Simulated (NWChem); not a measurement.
# Correlation energy of F3Si

```
Si
F 1 1.6265
F 1 1.6265 2 107.83
F 1 1.6265 2 107.83 3 116.18
```
Charge 0, spin multiplicity 2.

Program: NWChem. The geometry was optimised at UPBE/def2-SVP, a minimum by its harmonic frequencies.

Basis set: cc-pVDZ. Each correlation energy counts from its own Hartree-Fock reference.

| method | correlation energy (mHa) |
|---|---|
| URI-MP2 | -636.8 |
| UMP2 | -636.6 |
| SCS-UMP2 | -610.6 |
| CCSD on ROHF | -642.8 |
| CCSD[T] on ROHF | -655.6 |
| CCSD(T) on ROHF | -653.7 |
| CCSD on UHF | -641.8 |
| CCSD[T] on UHF | -654.3 |
| CCSD(T) on UHF | -652.5 |

The values span 44.9 mHa, from CCSD[T] on ROHF (lowest) to SCS-UMP2 (highest). 

The correlated methods keep 8 core orbitals frozen. The structure started from a generated list of species. The unpaired electrons of the parent sit in orbitals of symmetry a' (Cs labels of the run); other states weren't searched. No SCF solution was tested for a lower state. Open-shell Hartree-Fock references start from PBE0 orbitals. Coupled-cluster values serve here as a point of comparison, not as the truth.
